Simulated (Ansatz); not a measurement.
One change: `C/C=C/CCl` becomes `C/C=C\[S][AlH2]`.

Ansatz, PBE0-D4/def2-TZVP geometries, multiplicity 1. Each molecule was computed in one conformer, which needn't be the lowest.

```json
{"property": "size of the dipole moment (B3LYP/def2-TZVPP) / D", "`C/C=C/CCl`": "2.35"}
{"property": "LUMO energy (ωB97M-V/def2-TZVPP) / eV", "`C/C=C/CCl`": "1.95"}
{"property": "HOMO–LUMO gap (B3LYP/def2-TZVPP) / eV", "`C/C=C/CCl`": "6.83"}
{"property": "HOMO–LUMO gap (ωB97M-V/def2-TZVPP) / eV", "`C/C=C/CCl`": "11.60"}
{"property": "size of the dipole moment (PBE/def2-TZVPP) / D", "`C/C=C/CCl`": "2.31"}
{"property": "HOMO energy (PBE/def2-TZVPP) / eV", "`C/C=C/CCl`": "-6.33"}
```

**Question.** What does the change do to each property? (Best estimate.)

**Answer.** Computed: 
```tsv
property	`C/C=C\[S][AlH2]`	shift
size of the dipole moment (B3LYP/def2-TZVPP) / D	2.43	0.08
LUMO energy (ωB97M-V/def2-TZVPP) / eV	0.78	-1.17
HOMO–LUMO gap (B3LYP/def2-TZVPP) / eV	5.26	-1.57
HOMO–LUMO gap (ωB97M-V/def2-TZVPP) / eV	9.80	-1.80
size of the dipole moment (PBE/def2-TZVPP) / D	2.40	0.09
HOMO energy (PBE/def2-TZVPP) / eV	-5.68	0.65
```

With PBE0 the HOMO rises by 0.59 eV and the LUMO falls by 1.00 eV, so the gap narrows by about 1.59 eV. PBE moves the HOMO by 0.65 eV and ωB97M-V by 0.62 eV. Dipoles are sizes alone; their direction can turn.

B3LYP here is the variant with VWN-RPA as its local correlation; programs differ in this.
